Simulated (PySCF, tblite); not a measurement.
C5H13N3Si2.
Bonds: C1–Si2, Si2–C3, Si2–C4, Si2–N5, N5–N6 (aromatic), N6–C7 (aromatic), C7–C8 (aromatic), C8–Si9, C8–N10 (aromatic), N5–N10 (aromatic). Hydrogens: H11, H12, H13 on C1; H14, H15, H16 on C3; H17, H18, H19 on C4; H20 on C7; H21, H22, H23 on Si9.

The geometry is computed with GFN2-xTB (gas phase).

Q: Give the optimised bond lengths and angles.

A: 
```tsv
bond	length (Å)
C1–Si2, Si2–C3, Si2–C4	1.900
Si2–N5	1.779
N5–N6	1.324
N6–C7	1.316
C7–C8	1.411
C8–Si9	1.869
C8–N10	1.326
N5–N10	1.319
C1–H11 and 8 like bonds	1.086
C7–H20	1.071
Si9–H21, Si9–H22, Si9–H23	1.465
```

Bonds in one row agree within 0.01 Å and their mean is given. A selection of angles:
```tsv
angle	degrees
C1–Si2–C3	112.6
C1–Si2–C4	112.3
C1–Si2–N5	106.6
C3–Si2–N5	105.0
Si2–N5–N6	122.2
Si2–N5–N10	124.4
N6–N5–N10	113.4
N5–N6–C7	105.2
N6–C7–C8	108.7
C7–C8–Si9	130.9
C7–C8–N10	106.5
Si9–C8–N10	122.6
N5–N10–C8	106.3
```

Dihedral angles: C1–Si2–N5–N6 76° (synclinal). The mirror-image conformer, all signs reversed, is as good.

The 5-membered ring N5–N6–C7–C8–N10 has internal angles of 105.2° to 113.4°; it is planar, 0.00 Å rms from its mean plane, widest ring torsion 0°. Of the pairs four or more bonds apart, N10···H16 is among the closest relative to their van der Waals radii: 2.86 Å, 104 % of the sum of Bondi's values. The C–Si distances run from 1.869 Å (C8–Si9, drawn single) to 1.904 Å (C1–Si2, drawn single), a spread of 0.035 Å. N5 (pyrrole-type nitrogen) is planar (angles 124.4°, 122.2° and 113.4°, sum 360.0°, 0.01 Å off the plane of its three neighbours). Si2 (four-coordinate silicon) is distorted tetrahedral (angles from 105.0° to 114.3°). N6 (pyridine-type nitrogen) is bent (angle 105.2°). Si9 (SiH3 silicon) is tetrahedral (angles from 107.1° to 110.3°).

Point group: C1 (no symmetry element, even within 0.4 Å). GFN2-xTB frequencies show an imaginary mode (34i cm⁻¹), so the point is no minimum at that level. 2 starts were optimised and ended at 0.00 and 0.02 kcal/mol (GFN2-xTB); the lowest of these is shown.
